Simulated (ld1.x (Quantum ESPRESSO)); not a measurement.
## lithium ultrasoft: all-electron and pseudo phase curves

lithium, ultrasoft, made with ld1.x (Quantum ESPRESSO) 7.5 (BLYP, scalar-relativistic). Core none, reference 1s2 2s0.5 2p0.5. Waves: 1s (bound): rcut 1.00, rcutus 1.15 bohr; 2s (bound): rcut 1.00, rcutus 1.15 bohr; 2p (bound): rcut 3.35, rcutus 4.50 bohr; 2p channel at 1.45 Ry: rcut 3.35, rcutus 4.50 bohr. Local part: all-electron potential smoothed inside 3.65 bohr (lloc = -1). Core correction: none. Augmentation charge: PSQ, inside the norm-conserving radii.

The phase is arctan(r·u′/u) with u = r·R(r), unwrapped; energies in Ry, scanned from -6 to 5 Ry. A pole is an energy at which the radial function vanishes at the test radius. The pseudo phase is shifted by a multiple of π to meet the all-electron one at the reference energy, and phase errors are pseudo minus all-electron; the curves can meet again beyond the range given. Levels narrower than the energy grid can be missing from the lists of poles.

```csv
channel,radius (bohr),reference energy (Ry),"poles, all-electron","poles, pseudo",unbroken range about the reference energy with phases within 0.05 rad,phase error 1 Ry above the reference energy (rad)
s,4.93,-0.22,"-0.03, 1.55, 4.12","-0.03, 1.57, 4.25",below 2.4,+0.020
p,4.93,-0.09,"0.14, 1.48, 3.71","0.15, 1.48, 2.84",below 0.6,-0.032
```

Phases in the p channel:

| E (Ry) | all-electron | pseudo |
| --- | --- | --- |
| -6.00 | 1.487 | 1.488 |
| -5.48 | 1.483 | 1.484 |
| -4.96 | 1.478 | 1.479 |
| -4.44 | 1.473 | 1.474 |
| -3.92 | 1.467 | 1.467 |
| -3.40 | 1.459 | 1.460 |
| -2.88 | 1.448 | 1.450 |
| -2.36 | 1.435 | 1.436 |
| -1.84 | 1.415 | 1.417 |
| -1.32 | 1.384 | 1.387 |
| -0.80 | 1.319 | 1.323 |
| -0.28 | 0.995 | 1.000 |
| 0.24 | -1.679 | -1.675 |
| 0.76 | -3.684 | -3.805 |
| 1.28 | -4.649 | -4.650 |
| 1.80 | -4.800 | -4.819 |
| 2.32 | -5.211 | -7.645 |
| 2.84 | -7.636 | -7.854 |
| 3.36 | -7.806 | -7.915 |
| 3.88 | -7.874 | -7.974 |
| 4.40 | -7.948 | -8.080 |
| 4.92 | -8.213 | -8.519 |
